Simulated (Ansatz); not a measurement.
System: LaCl₃, charge 0, multiplicity 1. 
Geometry from a B3LYP-D3(BJ)/def2-TZVP (Ansatz, a first-principles code) optimisation:
SMILES: [Cl][La]([Cl])[Cl]
```xyz
4

La    -0.0590     0.0674     0.1786
Cl    -2.1610    -1.3695    -0.4467
Cl     0.2495     2.3591    -1.0572
Cl     2.1092    -1.2154     0.9052
```
Charge 0, spin multiplicity 1.

Basis-set convergence of Hartree-Fock and CCSD(T) correlation energies (hartree) with Ansatz. Valence correlation only, unless marked. No spin-orbit coupling. Frozen are the shells of the preceding noble gas and the d and f shells that filled before the atom's block. In def2 rows, elements after Kr have scalar-relativistic effective core potentials.

```
basis       functions        E(HF)  E(corr, CCSD(T))  rough core time
----------  ---------  -----------  ----------------  ---------------
def2-SVP           86  -1409.51172          -0.48092       under 20 s
def2-TZVPP        182  -1409.98154          -0.69381             40 s
def2-QZVPP        291  -1410.02116          -0.75976          2.9 min
```

Extrapolating the two largest sets (X = 3 and 4) as X^-3: E(corr) = (64·(-0.75976) - 27·(-0.69381))/37 = -0.8079 Eh, an estimate of the basis-set limit. The largest set recovers 94.0 % of it, the smallest 59.5 %.
